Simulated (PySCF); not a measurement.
**GeC: energy against distance**

Set-up: PySCF, scalar-relativistic core potentials, basis sets Ge cc-pVTZ-PP with ECP10, C cc-pVTZ. Energies in eV from Ge + C in their ground configurations at the same level. State: ³Π (triplet), unpaired electrons σ ↑, π ↑.

All columns are PBE0. A positive dipole means Ge(−)C(+).

```csv
R (Å),E (eV),μ (D),Mulliken charge on Ge (basis-dependent),HOMO (eV),LUMO (eV),Mayer bond order,⟨S²⟩
1.545,-2.578,-1.39,0.24,-7.02,-4.41,2.45,2.02
1.616,-3.276,-1.55,0.24,-6.78,-4.24,2.40,2.02
1.688,-3.661,-1.72,0.25,-6.55,-4.10,2.35,2.03
1.742,-3.797,-1.84,0.26,-6.39,-4.00,2.31,2.04
1.796,-3.835,-1.94,0.27,-6.24,-3.92,2.25,2.06
1.850,-3.798,-2.03,0.28,-6.10,-3.84,2.19,2.09
1.922,-3.670,-2.11,0.28,-5.94,-3.76,2.06,2.17
2.011,-3.433,-2.19,0.28,-5.80,-3.69,1.87,2.30
2.119,-3.099,-2.30,0.29,-5.72,-3.62,1.64,2.46
2.263,-2.636,-2.55,0.29,-5.71,-3.57,1.41,2.63
```

A fit through these points gives, at Re = 1.794 Å, μ = -1.94 D and dμ/dR = -1.80 D/Å; the reduced mass is 10.32 u.

Question: How strong is the fundamental in the double-harmonic approximation, I = 42.26·(dμ/dR)²/μred km/mol?

Answer: I = 42.26·(-1.80)²/10.32 = 13.3 km/mol at PBE0.

⟨S²⟩ of the unrestricted solution departs from its pure value on part of the curve, where spin states mix. Spin–orbit coupling is left out. The state was picked by a PBE0 search and need not be the measured ground state.
